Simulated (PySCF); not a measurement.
# Basis-set dependence of excited states

Species: C2H8GeO2.
SMILES with atom numbers: `[CH3:1][O:2][CH2:3][O:4][GeH3:5]` (hydrogens: H6, H7, H8 on C1; H9, H10 on C3; H11, H12, H13 on Ge5)

TDDFT with PBE0 (PySCF), vertical singlets, core orbitals frozen in the response, spherical d and f functions. Geometry: PBE0-D3(BJ)/def2-SVP, one conformer, isolated molecule. The PBE0/6-31G* calculation is non-relativistic and has no spin–orbit coupling, an omission that weighs most on germanium.

```csv
basis,functions,diffuse,S1 (eV),S2 (eV),S3 (eV),S4 (eV),S5 (eV),LUMO (eV),α (au)
6-31G*,104,no,6.57,7.39,8.04,8.11,8.56,0.68,53.8
def2-SVP,128,no,6.82,7.64,7.74,8.22,8.30,0.85,56.6
def2-SVPD,188,yes,6.55,6.80,7.36,7.39,7.68,0.27,66.3
aug-cc-pVDZ,200,yes,6.31,6.32,6.82,7.04,7.14,-0.16,67.8
def2-TZVP,220,no,6.68,7.23,7.51,7.88,8.11,0.58,63.8
def2-TZVPD,280,yes,6.43,6.58,7.17,7.25,7.44,0.17,67.5
```

How much do these states and the polarisability depend on the basis?

States are compared by their number. Against the largest diffuse basis here (def2-TZVPD, itself not a converged limit), sets without diffuse functions differ by up to 0.38 eV in S1 and 1.12 eV in S5; the smaller diffuse sets differ by up to 0.13 and 0.30 eV. State by state, the largest deviation of a set without diffuse functions is S1 0.38, S2 1.06, S3 0.87, S4 0.97, S5 1.12 eV. The same number needn't mean the same state in each row. Against def2-TZVPD the polarisability deviates by -20% in 6-31G*, -16% in def2-SVP, -2% in def2-SVPD, 0% in aug-cc-pVDZ, -5% in def2-TZVP.
